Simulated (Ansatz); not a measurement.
C2HAlF2 (`C#[C][Al]([F])[F]`), relaxed with RKS PBE-D4/def2-SVP in the Gaussian-basis code of Ansatz from a rough embedded geometry. The force threshold is 0.03 eV/Å; the program also tests the step.

Total charge 0; spin multiplicity 1.

Start:

```xyz
6

C     1.515    1.006   -0.460
C     0.557    0.405   -0.152
Al   -0.986   -0.647    0.346
F    -0.880   -1.981    1.535
F    -2.558   -0.454   -0.549
H     2.352    1.671   -0.720
```

(1) How much energy does the relaxation release, and in how many steps? (Best estimate.)

(2) Which bonds change most? (Best estimate.)

(3) Give the relaxed structure. (Estimate.)

Results:

(1) Computed: 68.95 kJ/mol, in 5 steps, 1 of them rejected.

(2) The calculation gave: Al3–F5 from 1.819 to 1.665 Å; Al3–F4 from 1.791 to 1.665 Å; C1–C2 from 1.172 to 1.231 Å; C2–Al3 from 1.933 to 1.889 Å.

(3) The calculation gave: 
```xyz
6

C     1.490    1.043   -0.445
C     0.511    0.357   -0.153
Al   -0.992   -0.695    0.297
F    -0.902   -1.877    1.466
F    -2.459   -0.475   -0.462
H     2.353    1.647   -0.703
```
